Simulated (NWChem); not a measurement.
# C$_{2}$H$_{6}$Sb cation; SMILES [CH3][Sb+][CH3]

Results from NWChem. Medium grid unless said otherwise, to which SCAN and Minnesota functionals are sensitive. Structure relaxed at the PBE-D3(BJ)/def2-SVP level. def2 effective core potentials on Sb; no spin-orbit coupling. B3LYP is NWChem's, with the RPA form of VWN correlation.

Question: Order these by “highest occupied level (eV)”, lowest first: OLYP/def2-SVP; CAM-B3LYP/def2-SVP; B3LYP/def2-SVP; MN15/def2-SVP; LRC-wPBEh/def2-SVP.

Answer: LRC-wPBEh/def2-SVP (-15.02), CAM-B3LYP/def2-SVP (-14.46), MN15/def2-SVP (-13.77), B3LYP/def2-SVP (-13.02), OLYP/def2-SVP (-12.01)
